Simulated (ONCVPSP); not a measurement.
## Which change was made? (Ar, ONCV)

ONCVPSP 4.0.1 input, shortened (lines: element, Z, core and valence counts, functional; n l f; lmax; l rc ep ncon nbas qcut; lloc lpopt rc5 dvloc0; l nproj debl; icmod fcfact rcfact), PBE, scalar-relativistic:

```
  Ar 18.00    3    2        4      upf
    1    0    2.00
    2    0    2.00
    2    1    6.00
    3    0    2.00
    3    1    5.00
    1
    0    0.95    0.00    4    8    5.50
    1    1.35    0.00    4    8    6.20
    4    5    0.95    6.00
    0    1    3.10
    1    2    0.60
    3    4.75    1.15
```

In the p channel the program set the typed energies aside and used -0.813, 0.250 Ha.

Cutoffs, loose and tight: the cutoffs (Ha) at which the residual kinetic energy of the hardest occupied pseudo-wave falls to 1 and 0.1 mHa per electron. They do not see the model core or the augmentation charge, which bear on the density cutoff. Test errors are all-electron minus pseudo excitation energies from the reference, over the configurations 3s2 3p6; 3s2 3p4; 3s2 3p3; 3s1 3p6; variants that change the core or the reference have their own tests.

The base gives: outcome: generated, projector energies reset by the program; cutoff, loose: 145 Ha; cutoff, tight: 196 Ha; bound ghosts: none; GHOST(+) flags above zero: none; largest test error (meV): +36.

**Question.** After one change the result is: outcome: generated, projector energies reset by the program; cutoff, loose: 145 Ha; cutoff, tight: 196 Ha; bound ghosts: none; GHOST(+) flags above zero: none; largest test error (meV): +27. Which change was it?
A. s: ncon 5, nbas 9
B. p: rc 1.58
C. s: qcut 8; p: qcut 9

**Answer.** B. The others give: s: ncon 5, nbas 9 → outcome: generated, projector energies reset by the program; cutoff, loose: 234 Ha; cutoff, tight: 266 Ha; bound ghosts: none; GHOST(+) flags above zero: none; largest test error (meV): +40 | s: qcut 8; p: qcut 9 → outcome: generated, projector energies reset by the program; cutoff, loose: 109 Ha; cutoff, tight: 194 Ha; bound ghosts: none; GHOST(+) flags above zero: none; largest test error (meV): +42.
